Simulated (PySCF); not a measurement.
Computed IR spectrum (relative IR intensity) of a molecule C4H7ClSi. Coordinates come from a B3LYP-D3(BJ)/def2-SVP optimisation. The values are those of a single conformer. Level of theory: B3LYP-D3(BJ)/def2-SVP in PySCF. Frequencies are harmonic and unscaled.

Lines under 2 % of the strongest are left out, and lines within 2 cm⁻¹ are merged.

ν (cm⁻¹): 468 (w), 643 (w), 705 (w), 855 (w), 905 (m), 913 (w), 929 (vs), 947 (m), 951 (m), 959 (w), 986 (w), 1142 (w), 1220 (w), 1265 (w), 1660 (m), 2213 (m), 2218 (m), 2223 (m), 3035 (w), 3049 (w), 3109 (w) (against the strongest line: vs over 80 %, s over 45 %, m over 15 %, w over 4 %, vw less)

**Question.** Pick the molecule that these values belong to.
(A) [SiH3][C@@H]1C=C(Cl)C1
(B) C=C[SiH2]C(=C)Cl
(C) Cl[SiH2]C1=CCC1
(D) C#C[Si](C)(C)Cl

**Answer.** A, [SiH3][C@@H]1C=C(Cl)C1
